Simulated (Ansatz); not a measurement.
`[BH2][GeH2][SiH3]` + `[OH][Al]([Cl])[Cl]` → `B[O][Al]([Cl])[Cl]` + `[SiH3][GeH3]` at 500 K and 1 bar (cleavage of the B–Ge bond).

Gas-phase electronic energies from Ansatz, PBE0-D4/def2-TZVP geometries. CBS: MP2 limit from def2 TZ/QZ plus the TZ coupled-cluster correction, frozen cores. For Ge outer-core shells are correlated without core-valence functions, which leaves a few kJ/mol of doubt a bond. Scalar relativity is left out up to krypton. Each species was taken in one conformer, which may not be the lowest.

| species | CCSD(T)/CBS energy (Eh) | H − E (kJ/mol) | S (J/(mol·K)) |
| --- | --- | --- | --- |
| `[BH2][GeH2][SiH3]` | -2394.15199 | 205.0 | 410.9 |
| `[OH][Al]([Cl])[Cl]` | -1237.55309 | 79.1 | 367.2 |
| `B[O][Al]([Cl])[Cl]` | -1262.97636 | 119.0 | 419.3 |
| `[SiH3][GeH3]` | -2368.78170 | 160.7 | 342.8 |

H − E and S are ideal-gas, rigid-rotor, harmonic terms from PBE0-D4/def2-TZVP, for one conformer and one mirror image of each species. 1 Eh = 2625.50 kJ/mol, R = 8.31446 J/(mol·K).

Q: By hand: ΔE, ΔH, ΔS and ΔG.

A: ΔE = (-1262.97636) + (-2368.78170) − (-2394.15199) − (-1237.55309) = -0.05298 Eh = -139.1 kJ/mol. Δ(H − E) = 119.0 + 160.7 − 205.0 − 79.1 = -4.4, so ΔH = -143.5 kJ/mol. ΔS = 419.3 + 342.8 − 410.9 − 367.2 = -16.0 J/(mol·K). ΔG = -143.5 − 500 × (-16.0)/1000 = -135.5 kJ/mol.

Q: By hand: the equilibrium constant, and the temperature at which ΔG would vanish if ΔH and ΔS stayed fixed.

A: log₁₀ K = −ΔG/(RT ln 10) = 14.2. ΔG = 0 at ΔH/ΔS = 8969 K, far beyond where these terms or the molecules hold.

ΔH outweighs TΔS. A doubt of 5 kJ/mol in ΔE shifts log₁₀ K by 0.5 here. Other conformers and mirror images would add mixing entropy, several J/(mol·K) or more a flexible species. These are equilibria of isolated gas molecules and say nothing of rates. Largest T1 diagnostic: 0.013 (customary marks: 0.02 for closed shells, 0.045 for open ones).
